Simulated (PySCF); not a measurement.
Vertical excitations of a molecule C2H7BFN from TDA-ωB97X/def2-SVPD (PySCF 2.14.0), as energy in eV (oscillator strength): 7.21 (0.004), 8.63 (0.015), 8.77 (0.455), 8.82 (0.010), 9.26 (0.014), 9.33 (0.069), 9.69 (0.027), 10.01 (0.029), 10.16 (0.010), 10.51 (0.045). Lowest triplet (TDA): 6.91 eV. Coordinates come from a B3LYP-D3(BJ)/def2-SVP optimisation. The values are those of a single conformer.

### Question
Which structure fits?
A. CCB(N)F
B. CNB(C)F
C. CB(N)CF
D. CN(C)BF

### Answer
B, CNB(C)F
